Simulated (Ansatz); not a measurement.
Geometry optimisation, RKS PBE-D4/def2-mTZVP (Ansatz 0.2.0).

Input:

```yaml
crystal:
  periodic: [false, false, false]
  atoms:
    - { symbol: Ge, position_ang: [0.197743, -0.119854, 0.167597] }
    - { symbol: C, position_ang: [0.131527, -0.043808, 2.125849] }
    - { symbol: H, position_ang: [-0.69033, -0.654878, 2.50417] }
    - { symbol: H, position_ang: [1.068201, -0.4208, 2.557444] }
    - { symbol: H, position_ang: [-0.00321, 0.988067, 2.465909] }
    - { symbol: H, position_ang: [1.654546, -0.17704, -0.357727] }
    - { symbol: F, position_ang: [-0.416882, 1.413291, -0.49226] }
    - { symbol: H, position_ang: [-0.672459, -1.242904, -0.452774] }
    - { symbol: H, position_ang: [-2.359316, 0.604858, 0.898281] }
    - { symbol: H, position_ang: [-2.074119, 0.332466, 1.488612] }
basis:
  gaussian: { orbitals: def2-mTZVP }
hamiltonian:
  xc: pbe
  dispersion: d4
relax:
  f_tol: 0.03
  max_steps: 50
```

Run as:

```bash
$ ansatz run input.yaml --threads 2 --pin off --max-ram 3072MiB --backend cpu --events-out ev --progress --plain --runs-dir out
```

Where does it end, and by what steps?

The forces met the threshold. After 15 steps the energy has fallen by 0.262 eV; H10 moved furthest, 1.34 Å.

| step | energy less start (eV) | largest force component (eV/Å) | accepted |
| --- | --- | --- | --- |
| 0 | 0.0000 | 1.250 | yes |
| 1 | -0.1344 | 0.168 | yes |
| 2 | -0.1744 | 0.559 | yes |
| 3 | -0.2062 | 0.236 | yes |
| 4 | -0.2185 | 0.127 | yes |
| 5 | -0.2371 | 0.093 | yes |
| 6 | -0.2335 | 0.566 | no |
| 7 | -0.2411 | 0.066 | yes |
| 8 | -0.2457 | 0.229 | yes |
| 9 | -0.2483 | 0.182 | yes |
| 10 | -0.2468 | 0.472 | no |
| 11 | -0.2556 | 0.062 | yes |
| 12 | -0.2593 | 0.079 | yes |
| 13 | -0.2607 | 0.121 | yes |
| 14 | -0.2616 | 0.062 | yes |
| 15 | -0.2620 | 0.018 | yes |

```xyz
10
Properties=species:S:1:pos:R:3
Ge 0.433 -0.171 0.182
C 0.408 -0.101 2.135
H -0.610 -0.275 2.506
H 1.073 -0.866 2.560
H 0.744 0.886 2.481
H 1.823 0.144 -0.431
F -0.634 1.137 -0.379
H -0.167 -1.475 -0.403
H -2.850 0.826 0.896
H -3.386 0.574 1.359
```

Whether the end is a true minimum wasn't checked by a vibrational analysis.

Run time: 25 s on 2 threads of Arm Neoverse V2 (shared host), peak memory 0.17 GiB.
